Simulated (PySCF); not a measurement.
Si(H)2(Me)(PH2) (CH7PSi), SMILES [SiH2](C)P. Heavy atoms are numbered as in [SiH2:1]([CH3:2])[PH2:3]. Hydrogens are named by the atom that carries them.

Coordinates come from a PBE-D3(BJ)/def2-SVP optimisation. Other conformers were not sampled.

The numbers are results of ωB97X/def2-TZVPD in PySCF, not measurements.

Mulliken values depend strongly on the basis, most of all with diffuse functions as here. ESP charges are fitted to the potential on shells at 1.4 to 2.0 van der Waals radii. Atomic charges (e), one atom of each kind:

```tsv
atom	ESP fit	Mulliken	IAO
Si1 (SiH2)	0.58	0.36	0.64
C2 (CH3)	-0.80	-0.79	-0.71
P3 (PH2)	-0.33	-0.26	?
H on Si1	-0.12	-0.10	?
H on C2	0.20	0.24	?
H on P3	0.09	0.08	-0.02
```

Q: Some entries are withheld; supply them. (The exact figures need the calculation; the answer reports its results.)

A: 
- P3 (PH2), IAO: -0.09
- H on Si1, IAO: -0.13
- H on C2, IAO: 0.15
